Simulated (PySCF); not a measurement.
Pm⁴³⁺: ionisation energy

Pm⁴³⁺ [Ar] (1S) → Pm⁴⁴⁺ [Ne] 3s2 3p5 (2P), as a difference of total energies. Calculation: PySCF 2.14, in an even-tempered Gaussian basis (18 s from 8.8 bohr⁻², ratio 2.5; 12 p from 11 bohr⁻², ratio 2.5; 4 d from 50 bohr⁻², ratio 2.7; 4 f from 74 bohr⁻², ratio 2.7); scalar relativity by spin-free X2C-1e. Correlated levels: outer shells: 1s2 frozen; virtual orbitals above 40 to 60 times the deepest correlated orbital energy dropped. The calculations carry no spin-orbit coupling.

| method | ionisation energy (eV) |
| --- | --- |
| UHF | 3564.7 |
| LDA | 3565.6 |
| PBE | 3566.1 |
| PBE0 | 3566.3 |
| r2SCAN | 3567.1 |
| PBEsol | 3565.6 |
| r2SCAN0 | 3567.0 |
| MP2 (outer shells) | 3565.8 |
| SCS-MP2 (outer shells) | 3565.6 |

A first-order spin-orbit estimate (lowest level to lowest level, LS coupling) adds -43.648 eV.

Breit and QED terms and the two-electron picture change are absent.

For comparison: 3519 ± 4 eV (theoretical estimate listed by NIST; NIST Atomic Spectra Database, ionization energies).
